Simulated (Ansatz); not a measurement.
# BFGeH2Si: where a starting geometry ends

The starting geometry of this gas-phase singlet was optimised with GFN2-xTB.

| atom | x (Å) | y (Å) | z (Å) |
| --- | --- | --- | --- |
| B | 0.6853 | -0.6878 | -1.2375 |
| F | -0.5140 | -0.4583 | -1.8041 |
| Ge | 1.3116 | 1.0867 | 2.4901 |
| Si | 1.0702 | 0.1052 | 0.4519 |
| H | 1.4027 | -1.3807 | -1.8690 |
| H | -0.1938 | 1.6130 | 2.1878 |

Q: Where would you expect an optimisation with B3LYP-D3(BJ)/def2-SVP to take it?

A: A new bond forms, giving a structure with H6 bridging Ge3 and Si4, given below by its coordinates. Distances that change by over a tenth: Ge3–H6 (1.62 → 1.87 Å). Contacts that close: Si4–H6 (2.62 → 1.64 Å).

The energy falls by 0.67 eV over 13 steps:

```
step  E − E(last) (eV)
   1             0.670
   2             0.497
   4             0.184
   5             0.067
   6             0.030
   8             0.011
   9             0.003
  10             0.000
  12             0.000
  13             0.000
```

Final geometry (Å):

```xyz
6

B     0.5943   -0.5690   -1.0994
F    -0.6023   -0.3225   -1.6088
Ge    1.3102    1.1544    2.6351
Si    1.1469    0.1934    0.6640
H     1.3569   -1.2694   -1.7228
H    -0.0440    1.0911    1.3510
```

No frequencies were run, so the end isn't proven a minimum. Run with Ansatz 0.2.0, 20 s on 2 threads of Intel(R) Xeon(R) Platinum 8488C (Sapphire Rapids), on a shared host.
